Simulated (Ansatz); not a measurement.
Job for Ansatz (a first-principles code): R-wB97X-V/def2-TZVPP on H4Si2 (SMILES [SiH][SiH3]), a point of a torsion scan.

Ansatz 0.2 input:
```yaml
crystal:
  periodic: [false, false, false]
  atoms:
    - {symbol: Si, position_ang: [1.53897479, -0.90097726, -0.05938432]}
    - {symbol: Si, position_ang: [-0.54830207, 0.03698085, 0.00308120]}
    - {symbol: H, position_ang: [2.42904274, 0.30538327, -0.00133219]}
    - {symbol: H, position_ang: [-0.97474563, 0.97885642, -1.04434690]}
    - {symbol: H, position_ang: [-0.92078150, 0.71007386, 1.25838470]}
    - {symbol: H, position_ang: [-1.50344315, -1.08171724, -0.11165337]}
basis:
  gaussian:
    orbitals: def2-TZVPP
hamiltonian:
  xc: {name: wB97X-V}
scf: {lower_state_search: off}
```

It printed:

```
WARN ansatz: RAYON_NUM_THREADS=1 ignored (pool sized by the plan → 1); use --threads N
Functional definition: wB97X-V
these checks for a lower state are left out or cut short: stability, starts, cluster_reference, orbital_swaps, neighbouring_geometries, increment
integrals: 0.07 GiB planned
818 factors; their error is unknown
integrals: 0.10 GiB planned
188 factors; integrals over basis functions are off by at most 1.3e-5 eV
mean field: 0.59 GiB planned
mean field evaluation 1: about -15815.3030 eV, gradient 9.3e0 eV
mean field evaluation 2: about -15815.7253 eV, gradient 3.3e0 eV
mean field evaluation 4: about -15815.7800 eV, gradient 3.0e-1 eV
mean field evaluation 8: about -15815.7969 eV, gradient 7.9e-3 eV
mean field evaluation 16: about -15815.7969 eV, gradient 1.4e-5 eV
mean field -15815.79687593 eV, -581.2198148583 hartree, gradient 1.1e-6 eV, S^2 0.000000; 0 other end points of the search recorded, 0 dependent functions left out
reference -15815.79687399 eV, -581.2198147870 hartree; 16, 16 occupied and 124, 124 virtual orbitals, 818 factors
Total energy: -15815.79687399 eV, -581.2198147870 hartree
Checks for a lower state left out: stability, starts, cluster_reference, orbital_swaps, neighbouring_geometries, increment
```

The calculation finished and met its thresholds.

Cost: very roughly 2.9 core-seconds.
